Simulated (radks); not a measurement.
Values are calculated unless marked as measured or tabulated.
All-electron atom: C4+ in [He].

Code: a radial shooting solver on a logarithmic mesh with Libxc functionals. Model: scalar-relativistic Kohn-Sham, LDA (Slater exchange, Perdew-Wang correlation), spin-polarised, spherical densities, point nucleus.

Energy parts (Ry):
total: -64.10625
kinetic: 63.92301
electron-nucleus: -135.66458
Hartree: 13.98955
exchange-correlation: -6.35423

Orbitals (lengths in bohr, moments of r in powers of bohr; r(max) is where P^2 peaks; r(90%) holds 90 % of the orbital's charge):
orbital,occ.,eigenvalue (Ry),r(90%),<r^2>,r(max),<r>
1s,2,-26.07742,0.483,0.09792,0.1744,0.2694

The highest occupied level is 1s at -354.80 eV. For comparison, the ionisation energy in NIST's Atomic Spectra Database is 392.09 eV (theoretical). In exact Kohn-Sham theory the highest level is minus the ionisation energy, but local and semilocal functionals leave it too shallow, through self-interaction and a potential that decays too fast; potentials with the right tail come closer. The density falls to 0.001 e/bohr^3 at r = 1.06 bohr.
